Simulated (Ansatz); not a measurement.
Abridged output of a molecular run in Ansatz:

```
Functional definition: HF
756 factors; integrals over basis functions are off by at most 9.8e-4 eV
mean field evaluation 1: about -93054.6415 eV, gradient 2.0e1 eV
mean field evaluation 2: about -93054.6485 eV, gradient 2.0e1 eV
mean field evaluation 4: about -93056.6625 eV, gradient 2.0e0 eV
mean field evaluation 8: about -93056.7321 eV, gradient 2.7e-3 eV
mean field -93056.73210587 eV, -3419.7718287722 hartree, gradient 2.2e-6 eV, S^2 0.754981; 0 other end points of the search recorded, 0 dependent functions left out
20 core orbitals not correlated: weight in the atoms' cores, before any rotation towards them, 1.000 or more for the frozen orbitals, at most 0.000 for the correlated occupied ones
reference -93056.73210587 eV, -3419.7718287722 hartree; 18, 17 occupied and 44, 45 virtual orbitals, 756 factors
second order -16.79632505 eV of doubles, -0.00000000 eV of singles
cycle   1  -16.90730610 eV  change   -1.1e-1 eV  update   8.5e-2
cycle   2  -17.22576402 eV  change   -3.2e-1 eV  update   2.5e-2
cycle   3  -17.30364301 eV  change   -7.8e-2 eV  update   1.5e-2
cycle   4  -17.29712378 eV  change    6.5e-3 eV  update   4.5e-3
cycle   5  -17.29533741 eV  change    1.8e-3 eV  update   2.1e-3
cycle   6  -17.29618821 eV  change   -8.5e-4 eV  update   8.8e-4
cycle   7  -17.29599260 eV  change    2.0e-4 eV  update   3.1e-4
cycle   8  -17.29614382 eV  change   -1.5e-4 eV  update   1.2e-4
cycle   9  -17.29618027 eV  change   -3.6e-5 eV  update   4.3e-5
perturbative correction -0.36177182 eV, -0.0132948690 hartree
Total energy: -93074.39005796 eV, -3420.4207465424 hartree
Checks for a lower state left out: cluster_reference
```

Its atoms:

Cartesian coordinates in Å:
```
F -1.1405 -1.0211 -0.4689
Si 0.2777 -0.4247 -0.0690
Cl 0.1854 0.1209 1.8948
Br 0.6774 1.3249 -1.3569
```

Question: Which basis set was used?
A. def2-QZVPP
B. def2-TZVPPD
C. cc-pV(T+d)Z
D. def2-SVP

Answer: D. It gives 82 functions.

Question: Write the keys of the input that set method, charge and spin (a neutral closed shell needs none for the last two).

Answer: 
```yaml
magnetization: {spin_polarized: true, initial_magnetization: 1}
correlation: {method: ccsd_t}
scf: {omitted_lower_state_checks: [cluster_reference]}
```
